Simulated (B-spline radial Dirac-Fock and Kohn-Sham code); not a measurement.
## Satellites and hypersatellites of the K lines of Eu¹²⁺

System: europium as Eu¹²⁺ in the configuration [Kr] 4d10 4f3 5s2.

Calculated with an atomic code on a B-spline grid, using Dirac-Fock ΔSCF + Breit + QED. Each two-hole energy is an average over J within one jj subconfiguration, not an observable level; in light atoms, where LS coupling holds, the j-resolved values are not observed lines, and for a K spectator the Kα1 hypersatellite is nearly forbidden. Correlation and solid-state effects are left out.

Lines without a spectator: Kα2 (K-L2) 40899.6 eV, Kα1 (K-L3) 41539.9 eV, Kβ3 (K-M2) 46898.9 eV, Kβ1 (K-M3) 47031.8 eV. Shifts in eV with one spectator hole (a dash: not computed, or left out as unreliable):

```csv
spectator hole,Kα2,Kα1,Kβ3,Kβ1
K (1s),+779.0,+820.2,+1002.7,+1012.1
L2 (2p1/2),+93.2,+121.4,–,+244.0
L3 (2p3/2),+80.2,+84.0,+199.7,–
M2 (3p1/2),–,+17.18,+36.1,+43.1
M3 (3p3/2),+10.91,–,+33.7,+33.6
M4 (3d3/2),+3.24,-0.09,–,–
M5 (3d5/2),-1.21,+1.80,–,–
```
